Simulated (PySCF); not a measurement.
Molecular orbitals of CuO⁺

r²SCAN at R = 1.816 Å; PySCF, no relativity, basis sets Cu def2-TZVPPD, O def2-TZVPPD. State: ³Σ⁻ (triplet), unpaired electrons π ↑↑. Only the outer orbitals are listed, counted within each symmetry.

| spin | orbital | occ. | ε (eV) | on Cu (%) | main shells (%) |
| --- | --- | --- | --- | --- | --- |
| α | 3π | 1 | -18.53 | 12 | 88 O p, 11 Cu d |
| α | 3π | 1 | -18.53 | 12 | 88 O p, 11 Cu d |
| α | 8σ | 1 | -18.15 | 31 | 66 O p, 27 Cu d |
| α | 4π | 1 | -15.76 | 89 | 88 Cu d, 12 O p |
| α | 4π | 1 | -15.76 | 89 | 88 Cu d, 12 O p |
| α | 1δ | 1 | -15.67 | 100 | 100 Cu d |
| α | 1δ | 1 | -15.67 | 100 | 100 Cu d |
| α | 9σ | 1 | -14.88 | 78 | 70 Cu d, 22 O p |
| α | 10σ | 0 | -10.40 | 109 | 102 Cu s |
| α | 5π | 0 | -5.93 | 101 | 100 Cu p |
| α | 5π | 0 | -5.93 | 101 | 100 Cu p |
| β | 7σ | 1 | -30.14 | 7 | 92 O s |
| β | 8σ | 1 | -17.22 | 45 | 51 O p, 40 Cu d |
| β | 3π | 1 | -15.64 | 84 | 84 Cu d, 16 O p |
| β | 3π | 1 | -15.64 | 84 | 84 Cu d, 16 O p |
| β | 1δ | 1 | -15.37 | 100 | 100 Cu d |
| β | 1δ | 1 | -15.35 | 100 | 100 Cu d |
| β | 9σ | 1 | -14.45 | 70 | 54 Cu d, 30 O p, 14 Cu s |
| β | 4π | 0 | -12.83 | 19 | 81 O p, 16 Cu d |
| β | 4π | 0 | -12.83 | 19 | 81 O p, 16 Cu d |
| β | 10σ | 0 | -10.16 | 104 | 95 Cu s |

Which are the highest filled and the lowest empty level, where do they sit, and how wide is the gap?

Highest filled β 9σ at -14.45 eV (in %: 54 Cu d, 30 O p, 14 Cu s); lowest empty β 4π at -12.83 eV (in %: 81 O p, 16 Cu d); the gap at r²SCAN is 1.62 eV.

The bond order (Mayer) is 1.18 and the ⟨S²⟩ is 2.019. The charge on Cu (Mulliken, basis-dependent) is 0.96, the charge on Cu (Löwdin, basis-dependent) is 0.93 and the dipole moment (positive dipole points towards O; it is taken about the centre of mass and depends on that origin) is -2.38 D.

Shares are Mulliken populations and can fall outside 0 to 100 %.

With d or f electrons several states lie close, and the lowest PBE0 determinant need not be the measured ground state.
